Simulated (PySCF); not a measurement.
**Correlation energy of Ti+ (titanium, charge +1)**

Starting occupation: [Ar] 3d1 4s2, 3d5/2 with m_j = +5/2. Computed with PySCF 2.14 in x2c-SVPall-2c with one added diffuse shell each of s, d type (6s5p4d1f, 48 functions), with X2C-1e with screened-nucleus spin-orbit coupling, Gaussian nucleus. Frozen: [Ne]; 11 electrons correlated; the 6 highest virtual spinors left out.

MP2 pair energies summed by pair of shells (mhartree):

| pair | energy | share (%) |
| --- | --- | --- |
| 3p-3p | -123.30 | 61.8 |
| 4s-4s | -21.38 | 10.7 |
| 3p-4s | -19.31 | 9.7 |
| 3d-3p | -16.86 | 8.5 |
| 3p-3s | -7.15 | 3.6 |
| 3s-3s | -4.70 | 2.4 |
| 3d-4s | -3.77 | 1.9 |
| 3d-3s | -1.83 | 0.9 |
| 3s-4s | -1.15 | 0.6 |

Total MP2 correlation energy: -199.46 mhartree.

The GHF reference relaxed away from the jj start to a determinant that is no pure jj level (⟨S²⟩ = 0.75, ⟨J²⟩ = 8.76); the energies belong to that determinant.

This basis was not built for core-valence correlation, so the inner-shell part is incomplete.
